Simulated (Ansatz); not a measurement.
Reactions of `[F][Mg][Br]`.

Computed with Ansatz on PBE0-D4/def2-TZVP structures; ΔE is electronic, products minus reactants. CCSD(T)/CBS adds triple-zeta CCSD(T) − MP2 to the extrapolated MP2 energy (def2 sets, frozen cores). This one scheme is used for every species, atoms too. DFT in def2-TZVPP. No spin–orbit coupling; open shells (•) take unrestricted orbitals. Spin–orbit coupling would lower the free atoms: a little for F. For Br, Mg outer-core shells are correlated without core-valence functions, so the limit isn't a true one: a few kJ/mol of doubt a bond, and 10 to 20 or more in all where bonds break to atoms. Scalar relativity is left out up to krypton. Each species was taken in one conformer, which may not be the lowest.

```
                                  reaction  B2PLYP (kcal/mol)  CCSD(T)/CBS(def2) (kcal/mol)
 `[F][Mg][Br]` + H₂O → `[OH][Mg][F]` + HBr               20.7                          21.4
`[F][Mg][Br]` + NH₃ → `[NH2][Mg][F]` + HBr               35.7                          36.0
          `[F][Mg][Br]` → F• + `[Mg][Br]`•              137.0                         143.8
`[F][Mg][Br]` + HBr → `[Br][Mg][Br]` + H–F               -6.2                          -7.8
```

Largest T1 diagnostic: 0.011, for `[OH][Mg][F]`.
